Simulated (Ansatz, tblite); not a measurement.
Forces on the cluster Na₂₁ at its PBE/def2-SVP geometry. The state is a doublet with charge 0.

The xTB rows come from tblite. Single mean-field runs in def2-TZVP are fitted with def2-universal-jkfit. Another isomer (doublet) lies 0.34 eV lower at PBE0/def2-TZVP; other spin states weren't run for this one.

GFN1-xTB (tblite), largest force 0.36 eV/Å:

```xyz
21
positions Å, forces eV/Å
Na    0.984   -0.241    2.937    0.143   -0.058    0.151
Na   -3.541   -3.594    1.033    0.005   -0.055    0.012
Na    2.246    1.041   -4.761    0.080   -0.030   -0.081
Na    2.199   -3.807   -1.238    0.018   -0.107   -0.067
Na   -2.203    0.714    5.342   -0.081    0.018    0.038
Na   -0.969    1.314   -3.549   -0.011    0.057   -0.116
Na   -0.219    5.211    0.765    0.016    0.024    0.018
Na   -1.626   -2.743    4.382   -0.057    0.020    0.037
Na   -1.082    2.046    0.048   -0.181    0.243   -0.079
Na    3.895   -1.721   -3.632   -0.004   -0.002   -0.103
Na    1.394   -0.289   -0.973    0.263   -0.080    0.045
Na    0.351   -2.085   -3.996    0.069   -0.114   -0.174
Na   -0.053    2.989    3.571   -0.041    0.129    0.132
Na   -1.275   -4.662   -1.717    0.009   -0.050   -0.003
Na    1.396    3.581   -2.172    0.064    0.158   -0.051
Na   -3.428    2.919    2.676    0.007    0.013    0.112
Na   -2.178   -1.330   -1.365   -0.214   -0.073   -0.093
Na   -2.526   -0.395    2.077   -0.300   -0.029    0.200
Na   -0.077   -3.131    1.217    0.044   -0.244    0.078
Na    2.431    2.667    1.154    0.124    0.128    0.032
Na    4.282    1.517   -1.799    0.049    0.053   -0.089
```

PBE/def2-TZVP (Ansatz), largest force 0.03 eV/Å:

```
Na -0.010 0.002 -0.004
Na 0.023 0.002 -0.010
Na -0.004 -0.007 0.010
Na -0.012 0.006 -0.012
Na -0.006 0.005 -0.008
Na 0.022 -0.003 0.005
Na -0.009 -0.020 -0.003
Na 0.006 0.013 -0.001
Na -0.007 -0.008 0.016
Na -0.012 0.006 0.002
Na 0.018 -0.004 -0.001
Na 0.007 0.007 0.004
Na 0.003 -0.001 0.002
Na 0.006 0.022 0.006
Na 0.003 -0.012 0.007
Na 0.023 -0.002 0.003
Na -0.004 -0.008 0.014
Na -0.026 0.007 -0.012
Na -0.002 -0.002 -0.002
Na -0.005 -0.004 -0.008
Na -0.014 0.001 -0.010
```
